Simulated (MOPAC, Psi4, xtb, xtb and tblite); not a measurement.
Two geometries of C₁₀H₈Se₂, SMILES c1(ccc[se]1)C=Cc1[se]ccc1, relaxed at GFN2-xTB with one dihedral held; other torsions can differ between them too.

Structure A

```
20

C     -0.0874     0.6456    -1.7698
C      0.5033     0.3048    -0.6082
C      1.9160     0.2308    -0.4116
C      2.5547    -0.1042     0.7573
C      3.9626    -0.1004     0.7021
C      4.4840     0.2355    -0.5071
Se     3.1758     0.6008    -1.7666
C     -1.4957     0.7493    -1.9908
C     -2.5306     0.3159    -1.1978
C     -3.8208     0.6062    -1.6802
C     -3.8543     1.2809    -2.8613
Se    -2.1596     1.6313    -3.5191
H      0.5504     0.9089    -2.6111
H     -0.0985     0.0630     0.2580
H      2.0116    -0.3520     1.6543
H      4.5756    -0.3449     1.5537
H      5.5264     0.2994    -0.7622
H     -2.3682    -0.2238    -0.2807
H     -4.7139     0.3145    -1.1527
H     -4.7321     1.6002    -3.3936
```

Structure B

```
20

C     -0.1127     0.4701    -1.7371
C      0.5092     0.2636    -0.5672
C      1.9289     0.2039    -0.3914
C      2.5914     0.0054     0.7929
C      3.9983    -0.0257     0.7023
C      4.4913     0.1464    -0.5518
Se     3.1545     0.3765    -1.8135
C     -1.5469     0.4447    -1.9093
C     -2.2490    -0.2674    -2.8400
C     -3.6428    -0.0385    -2.8534
C     -4.0737     0.9014    -1.9736
Se    -2.6861     1.6262    -0.9801
H      0.4817     0.5228    -2.6468
H     -0.0814     0.1605     0.3369
H      2.0687    -0.1173     1.7270
H      4.6303    -0.1739     1.5621
H      5.5270     0.1568    -0.8397
H     -1.7728    -0.9846    -3.4878
H     -4.3080    -0.5676    -3.5152
H     -5.0865     1.2317    -1.8288
```

Problem. Which is lower in energy at the level PBE0-D3(BJ)/def2-SVP // GFN2-xTB (Psi4), and by how much?

Solution. A is lower, by 11.52 kJ/mol (dihedral C2–C1–C8–Se12: 165° in A, 60° in B).

E(B) − E(A) in kJ/mol at the other levels, on the same two geometries: GFN2-xTB (xtb and tblite) 13.55; PBE0/def2-SVP // GFN2-xTB (Psi4) 11.60; PBE/def2-SVP // GFN2-xTB (Psi4) 14.44; PBE-D3(BJ)/def2-SVP // GFN2-xTB (Psi4) 14.47; PM6, restricted, heats of formation // GFN2-xTB (MOPAC) -1.64; PM7, restricted, heats of formation // GFN2-xTB (MOPAC) 1.66; GFN1-xTB // GFN2-xTB (xtb) 14.27.
